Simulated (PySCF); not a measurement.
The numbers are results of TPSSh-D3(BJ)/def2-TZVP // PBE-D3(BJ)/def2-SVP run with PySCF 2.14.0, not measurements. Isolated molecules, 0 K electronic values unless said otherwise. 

Reference species: [Cd(Br)(H)] (neutral, multiplicity 1).

```
Item                                      Value
-------------------------------------  --------
LUMO                                   -1.37 eV
charge on the central atom (Mulliken)    0.53 e
```

Changed species: [Cd(Br)2] (0 of 2 Br replaced by H; the reference has 1 of 2 Br replaced by H).

Problem. What does the change do to the LUMO and charge on the central atom (Mulliken)?

Solution. the LUMO falls by 1.40 eV, to -2.77 eV; the charge on the central atom (Mulliken) goes up by 0.20 e, to 0.73 e.
